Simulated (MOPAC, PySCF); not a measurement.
CH$_{6}$Si$_{2}$, SMILES `C=[SiH][SiH3]`, neutral singlet in the gas phase. 

Cartesian coordinates (Å):
SMILES: C=[SiH][SiH3]
```xyz
9

C      1.2177    -1.4408    -0.4068
Si     0.8563     0.1229     0.1747
Si    -1.3162     0.9401     0.1890
H      2.2232    -1.8465    -0.4238
H      0.4435    -2.0978    -0.7871
H      1.9463     0.9903     0.6869
H     -1.7481     1.2633     1.5748
H     -1.4193     2.1766    -0.6306
H     -2.2034    -0.1081    -0.3772
```
Charge 0, spin multiplicity 1.

All levels are single points at this geometry (PBE0-D3(BJ)/def2-TZVP); Pople sets use spherical d functions. Orbital energies aren't observables, and empty levels follow the basis.

```json
[
 {"level": "PBE0-D3(BJ)/def2-TZVP in PySCF", "HOMO (eV)": "-6.61", "LUMO (eV)": "-1.53", "gap (eV)": "5.08", "dipole (D)": "0.71", "vertical IE, Delta-SCF (eV)": "–"},
 {"level": "B3LYP/3-21G in PySCF", "HOMO (eV)": "-6.33", "LUMO (eV)": "-1.15", "gap (eV)": "5.18", "dipole (D)": "0.24", "vertical IE, Delta-SCF (eV)": "–"},
 {"level": "B3LYP/6-31G* in PySCF", "HOMO (eV)": "-6.20", "LUMO (eV)": "-1.26", "gap (eV)": "4.94", "dipole (D)": "0.37", "vertical IE, Delta-SCF (eV)": "8.44"},
 {"level": "BP86/6-31G* in PySCF", "HOMO (eV)": "-5.58", "LUMO (eV)": "-2.04", "gap (eV)": "3.54", "dipole (D)": "0.27", "vertical IE, Delta-SCF (eV)": "–"},
 {"level": "PBE/6-31G* in PySCF", "HOMO (eV)": "-5.50", "LUMO (eV)": "-1.96", "gap (eV)": "3.53", "dipole (D)": "0.26", "vertical IE, Delta-SCF (eV)": "8.52"},
 {"level": "HF/6-31G* in PySCF", "HOMO (eV)": "-8.38", "LUMO (eV)": "2.12", "gap (eV)": "10.50", "dipole (D)": "0.66", "vertical IE, Delta-SCF (eV)": "7.02"},
 {"level": "PM3 in MOPAC", "HOMO (eV)": "-8.51", "LUMO (eV)": "-1.43", "gap (eV)": "7.08", "dipole (D)": "0.27", "vertical IE, Delta-SCF (eV)": "–"},
 {"level": "PM6 in MOPAC", "HOMO (eV)": "-8.23", "LUMO (eV)": "-0.97", "gap (eV)": "7.26", "dipole (D)": "2.24", "vertical IE, Delta-SCF (eV)": "–"},
 {"level": "PM7 in MOPAC", "HOMO (eV)": "-9.44", "LUMO (eV)": "-0.97", "gap (eV)": "8.47", "dipole (D)": "0.43", "vertical IE, Delta-SCF (eV)": "–"}
]
```
